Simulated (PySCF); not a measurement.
PySCF input (M06-2X/6-31G* (5d)):

```python
from pyscf import gto, dft

mol = gto.M(
    atom='''
    C    -1.41342000   -0.29067200   -0.02977300
    B     0.14279000    0.07194400   -0.01051300
    O     0.40270900    1.32785800   -0.38687500
    O     1.13354700   -0.79724300    0.35106400
    H    -1.71290200   -0.59482200    0.97696800
    H    -2.05064100    0.53215400   -0.34609400
    H    -1.56701500   -1.13119700   -0.71215900
    H     0.80707900   -1.66674400    0.59897400
    ''',
    basis='6-31g*',
    charge=0,
    spin=1,
    verbose=4,
)

mf = dft.UKS(mol, xc='m062x')
mf.grids.level = 4
mf.conv_tol = 1e-9
mf.max_cycle = 100
mf.max_memory = 1500
mf.kernel()
if not mf.converged:
    mf = mf.newton()
    mf.kernel(mf.make_rdm1())
mo, _, stable, _ = mf.stability(return_status=True)
if not stable:
    mf.kernel(mf.make_rdm1(mo, mf.mo_occ))
    stable = mf.stability(return_status=True)[2]
mf.dip_moment()
```

Output:

```
PySCF version 2.14.0

[INPUT] verbose = 4
[INPUT] num. atoms = 8
[INPUT] num. electrons = 31
[INPUT] charge = 0
[INPUT] spin (= nelec alpha-beta = 2S) = 1
[INPUT] symmetry False subgroup None
[INPUT] Mole.unit = angstrom
[INPUT] Symbol           X                Y                Z      unit          X                Y                Z       unit  Magmom
[INPUT]  1 C     -1.413420000000  -0.290672000000  -0.029773000000 AA   -2.670976698983  -0.549290472080  -0.056262815907 Bohr   0.0
[INPUT]  2 B      0.142790000000   0.071944000000  -0.010513000000 AA    0.269833993327   0.135954456306  -0.019866690748 Bohr   0.0
[INPUT]  3 O      0.402709000000   1.327858000000  -0.386875000000 AA    0.761009717897   2.509287952313  -0.731087794441 Bohr   0.0
[INPUT]  4 O      1.133547000000  -0.797243000000   0.351064000000 AA    2.142093379322  -1.506570924727   0.663414812194 Bohr   0.0
[INPUT]  5 H     -1.712902000000  -0.594822000000   0.976968000000 AA   -3.236915658220  -1.124050672866   1.846201952464 Bohr   0.0
[INPUT]  6 H     -2.050641000000   0.532154000000  -0.346094000000 AA   -3.875149869804   1.005625316092  -0.654022873355 Bohr   0.0
[INPUT]  7 H     -1.567015000000  -1.131197000000  -0.712159000000 AA   -2.961229183085  -2.137652522930  -1.345785467144 Bohr   0.0
[INPUT]  8 H      0.807079000000  -1.666744000000   0.598974000000 AA    1.525158270888  -3.149689679762   1.131896815735 Bohr   0.0

nuclear repulsion = 105.982317679767
number of shells = 32
number of NR pGTOs = 124
number of NR cGTOs = 64
basis = 6-31g*
ecp = {}

******** <class 'pyscf.dft.uks.UKS'> ********
method = UKS
initial guess = minao
damping factor = 0
level_shift factor = 0
DIIS = <class 'pyscf.scf.diis.CDIIS'>
diis_start_cycle = 1
diis_space = 8
diis_damp = 0
SCF conv_tol = 1e-09
SCF conv_tol_grad = None
SCF max_cycles = 100
direct_scf = True
direct_scf_tol = 1e-13
number electrons alpha = 16  beta = 15
XC library pyscf.dft.libxc version 7.1.2
    S. Lehtola, C. Steigemann, M. J. T. Oliveira, and M. A. L. Marques,  SoftwareX 7, 1–5 (2018)
XC functionals = m062x
    Y. Zhao and D. G. Truhlar,  Theor. Chem. Acc. 120, 215 (2008)
    Y. Zhao and D. G. Truhlar,  Theor. Chem. Acc. 120, 215 (2008)
radial grids:
    Treutler-Ahlrichs [JCP 102, 346 (1995); DOI:10.1063/1.469408] (M4) radial grids

becke partition: Becke, JCP 88, 2547 (1988); DOI:10.1063/1.454033
pruning grids: <function nwchem_prune>
grids dens level: 4
symmetrized grids: False
atomic radii adjust function: <function treutler_atomic_radii_adjust>
small_rho_cutoff = 0
Set gradient conv threshold to 3.16228e-05
tot grids = 176064
init E= -216.048060822806
  alpha nocc = 16  HOMO = -0.358282678867789  LUMO = 0.021018584283353
  beta  nocc = 15  HOMO = -0.442242273630238  LUMO = -0.358282678867789

WARN: HOMO -0.358282678867789 >= LUMO -0.358282678867789

cycle= 1 E= -215.529048002542  delta_E= 0.519  |g|= 0.607  |ddm|= 1.78
  alpha nocc = 16  HOMO = -0.146874954876435  LUMO = 0.0702821118845613
  beta  nocc = 15  HOMO = -0.17344958194087  LUMO = -0.0184150223806694
  HOMO = -0.146874954876  LUMO = -0.0184150223807  gap/eV = 3.49557
cycle= 2 E= -215.327426372924  delta_E= 0.202  |g|= 0.988  |ddm|= 1.13
  alpha nocc = 16  HOMO = -0.356171763897472  LUMO = 0.103536238984765
  beta  nocc = 15  HOMO = -0.344994459313415  LUMO = -0.141134738872606
  HOMO = -0.344994459313  LUMO = -0.141134738873  gap/eV = 5.54731
cycle= 3 E= -215.729519977989  delta_E= -0.402  |g|= 0.108  |ddm|= 0.723
  alpha nocc = 16  HOMO = -0.376911790133613  LUMO = 0.101585245161797
  beta  nocc = 15  HOMO = -0.363593557079275  LUMO = -0.116956456696384
  HOMO = -0.363593557079  LUMO = -0.116956456696  gap/eV = 6.71134
cycle= 4 E= -215.736381910777  delta_E= -0.00686  |g|= 0.0992  |ddm|= 0.145
  alpha nocc = 16  HOMO = -0.385204821888496  LUMO = 0.107724512604494
  beta  nocc = 15  HOMO = -0.377699307749455  LUMO = -0.10823724865788
  HOMO = -0.377699307749  LUMO = -0.108237248658  gap/eV = 7.33244
cycle= 5 E= -215.742328588456  delta_E= -0.00595  |g|= 0.0316  |ddm|= 0.0905
  alpha nocc = 16  HOMO = -0.381259038361735  LUMO = 0.109846594192113
  beta  nocc = 15  HOMO = -0.381493357621196  LUMO = -0.09465532029841
  HOMO = -0.381259038362  LUMO = -0.0946553202984  gap/eV = 7.79888
cycle= 6 E= -215.744439602294  delta_E= -0.00211  |g|= 0.0133  |ddm|= 0.0747
  alpha nocc = 16  HOMO = -0.382322312490435  LUMO = 0.107645555350355
  beta  nocc = 15  HOMO = -0.386409954582421  LUMO = -0.0919306601449041
  HOMO = -0.38232231249  LUMO = -0.0919306601449  gap/eV = 7.90196
cycle= 7 E= -215.745125161358  delta_E= -0.000686  |g|= 0.00635  |ddm|= 0.0544
  alpha nocc = 16  HOMO = -0.380633125146042  LUMO = 0.1081160378254
  beta  nocc = 15  HOMO = -0.386510705258372  LUMO = -0.0913527560070873
  HOMO = -0.380633125146  LUMO = -0.0913527560071  gap/eV = 7.87172
cycle= 8 E= -215.745243982521  delta_E= -0.000119  |g|= 0.00349  |ddm|= 0.0174
  alpha nocc = 16  HOMO = -0.380496956746276  LUMO = 0.1084623940533
  beta  nocc = 15  HOMO = -0.386519655863023  LUMO = -0.0916998111218068
  HOMO = -0.380496956746  LUMO = -0.0916998111218  gap/eV = 7.85857
cycle= 9 E= -215.745292658113  delta_E= -4.87e-05  |g|= 0.00243  |ddm|= 0.011
  alpha nocc = 16  HOMO = -0.380119224718929  LUMO = 0.108324041157026
  beta  nocc = 15  HOMO = -0.387302069913081  LUMO = -0.0912067884301004
  HOMO = -0.380119224719  LUMO = -0.0912067884301  gap/eV = 7.86171
cycle= 10 E= -215.745319114457  delta_E= -2.65e-05  |g|= 0.000825  |ddm|= 0.0125
  alpha nocc = 16  HOMO = -0.380074246473462  LUMO = 0.108415606645515
  beta  nocc = 15  HOMO = -0.387178448153302  LUMO = -0.0913758271529335
  HOMO = -0.380074246473  LUMO = -0.0913758271529  gap/eV = 7.85588
cycle= 11 E= -215.7453214732  delta_E= -2.36e-06  |g|= 0.000223  |ddm|= 0.00347
  alpha nocc = 16  HOMO = -0.380106652234962  LUMO = 0.108383169184094
  beta  nocc = 15  HOMO = -0.387183346364993  LUMO = -0.0913944176342283
  HOMO = -0.380106652235  LUMO = -0.0913944176342  gap/eV = 7.85626
cycle= 12 E= -215.745321596016  delta_E= -1.23e-07  |g|= 7.31e-05  |ddm|= 0.000815
  alpha nocc = 16  HOMO = -0.380107859252587  LUMO = 0.108378910520887
  beta  nocc = 15  HOMO = -0.387195846346193  LUMO = -0.0913762194454555
  HOMO = -0.380107859253  LUMO = -0.0913762194455  gap/eV = 7.85679
cycle= 13 E= -215.745321602902  delta_E= -6.89e-09  |g|= 3.4e-05  |ddm|= 0.000183
  alpha nocc = 16  HOMO = -0.380105731743076  LUMO = 0.108380518113325
  beta  nocc = 15  HOMO = -0.387184771039991  LUMO = -0.091381011917512
  HOMO = -0.380105731743  LUMO = -0.0913810119175  gap/eV = 7.85660
cycle= 14 E= -215.745321603999  delta_E= -1.1e-09  |g|= 1.61e-05  |ddm|= 4.79e-05
  alpha nocc = 16  HOMO = -0.380108083014973  LUMO = 0.108377464009245
  beta  nocc = 15  HOMO = -0.387185140137996  LUMO = -0.0913825806671511
  HOMO = -0.380108083015  LUMO = -0.0913825806672  gap/eV = 7.85662
cycle= 15 E= -215.745321604622  delta_E= -6.23e-10  |g|= 8.88e-06  |ddm|= 3.42e-05
  alpha nocc = 16  HOMO = -0.380107189778398  LUMO = 0.108378427121505
  beta  nocc = 15  HOMO = -0.387183199979814  LUMO = -0.0913826463857612
  HOMO = -0.380107189778  LUMO = -0.0913826463858  gap/eV = 7.85660
Extra cycle  E= -215.745321604964  delta_E= -3.42e-10  |g|= 7.45e-06  |ddm|= 2.31e-05
converged SCF energy = -215.745321604964  <S^2> = 0.75403408  2S+1 = 2.00403
uhf_internal: lowest eigs of H = [0.07368361 0.2033162  0.36178065]
<class 'pyscf.dft.uks.UKS'> wavefunction is stable in the internal stability analysis
Dipole moment(X, Y, Z, Debye): -1.59100, -2.42951,  0.63437
```

The geometry given is a B3LYP-D3(BJ)/def2-TZVP minimum.
